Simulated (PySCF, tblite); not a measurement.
What does the GFN2-xTB structure of `CNN=C1CCCCC1` look like in three dimensions?

```
atom  x, y, z in Å
C1    -3.7426   -0.2427    0.1585
N2    -2.3620   -0.5898   -0.0783
N3    -1.4842    0.3898    0.2107
C4    -0.2546    0.2052    0.4558
C5     0.5081   -1.0941    0.5400
C6     1.6323   -1.0904   -0.5001
C7     2.5358    0.1236   -0.3073
C8     1.7260    1.4122   -0.4125
C9     0.6051    1.4227    0.6301
H10   -4.3786   -0.9176   -0.4135
H11   -4.0250   -0.2974    1.2177
H12   -3.8918    0.7772   -0.1891
H13   -2.1197   -1.5412    0.1959
H14   -0.1387   -1.9587    0.3749
H15    0.9446   -1.1832    1.5401
H16    2.2155   -2.0109   -0.4159
H17    1.1928   -1.0606   -1.5002
H18    3.3267    0.1177   -1.0607
H19    3.0097    0.0707    0.6765
H20    1.2843    1.4840   -1.4088
H21    2.3753    2.2781   -0.2674
H22    1.0465    1.4168    1.6310
H23   -0.0103    2.3157    0.5263
```

Orientation and origin are arbitrary. Atoms count from 1 in this order. The 6 C–C bonds span 1.501 Å (C4–C9, drawn single) to 1.531 Å (C5–C6, drawn single), a spread of 0.030 Å. The C–N distances run from 1.267 Å (N3=C4, drawn double) to 1.443 Å (C1–N2, drawn single), a spread of 0.176 Å. N2 (nitrogen bonded to C, N and H) is pyramidal (angles 117.8°, 114.4° and 114.1°, sum 346.3°, 0.27 Å off the plane of its three neighbours). Of the pairs four or more bonds apart, H13···H14 is among the closest relative to their van der Waals radii: 2.03 Å, 85 % of the sum of Bondi's values.

Bonds between heavy atoms (Å): C1–N2 1.443, N2–N3 1.347, N3=C4 1.267, C4–C5 1.509, C5–C6 1.531, C6–C7 1.526, C7–C8 1.526, C8–C9 1.531, C4–C9 1.501.

Computed geometry: GFN2-xTB, gas phase.

Point group: C1 (no symmetry element, even within 0.4 Å). Its GFN2-xTB frequencies are all real (lowest 61 cm⁻¹). The numbers are those of one conformer (C1–N2–N3–C4 158°, N3–C4–C5–C6 120°, C4–C5–C6–C7 56°, C5–C6–C7–C8 -58°, C6–C7–C8–C9 58°).
